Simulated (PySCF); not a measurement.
HAs, triplet, geometry from GFN2-xTB. Base run: PySCF with PBE/def2-SVP.

Input for PySCF:
```python
from pyscf import gto, scf, dft

mol = gto.Mole()
mol.atom = '''
    As   -0.00000000   -0.00000000   -0.04454376
    H     0.00000000    0.00000000    1.46994393
'''
mol.basis = 'def2-svp'
mol.spin = 2
mol.verbose = 4
mol.build()

mf = dft.UKS(mol)
mf.xc = 'pbe'
mf.kernel()
```

Each row names what was changed in the base input (with any setting that the change needs).

| change | basis functions | E (Eh) | HOMO (eV) | dipole (D) |
|---|---|---|---|---|
| base | 37 | -2235.80115 | -5.70 | 0.31 |
| basis = cc-pVTZ-DK; relativity = none | 57 | -2220.67774 | -5.85 | 0.27 |
| basis = x2c-SVPall; relativity = spin-free X2C; nucleus = Gaussian (with mol.nucmod = 'G') | 37 | -2260.60655 | -5.65 | 0.23 |
| basis = x2c-TZVPall; relativity = none | 54 | -2224.72804 | -5.86 | 0.25 |
| basis = x2c-TZVPall; relativity = spin-free X2C | 54 | -2261.01041 | -5.80 | 0.13 |
| basis = cc-pVTZ-DK; relativity = spin-free X2C; nucleus = Gaussian (with mol.nucmod = 'G') | 57 | -2261.00712 | -5.80 | 0.15 |
| basis = x2c-TZVPall; relativity = spin-free X2C; nucleus = Gaussian (with mol.nucmod = 'G') | 54 | -2260.99732 | -5.80 | 0.13 |
| basis = x2c-SVPall; relativity = none | 37 | -2225.65128 | -5.80 | 0.43 |
| basis = x2c-SVPall; relativity = spin-free X2C | 37 | -2260.61851 | -5.65 | 0.23 |
| basis = cc-pVTZ-DK; relativity = spin-free X2C | 57 | -2261.02241 | -5.80 | 0.15 |

Absolute energies of different levels of theory aren't comparable as measures of quality.

Open shells are given as the SCF converged; they aren't shown to be the lowest states, and a large step between rows can be another state.

Basis sets contracted for a relativistic Hamiltonian are a mismatch without it, so the rows without relativity aren't non-relativistic limits. No row has spin-orbit coupling; sets with core potentials leave out the core electrons.
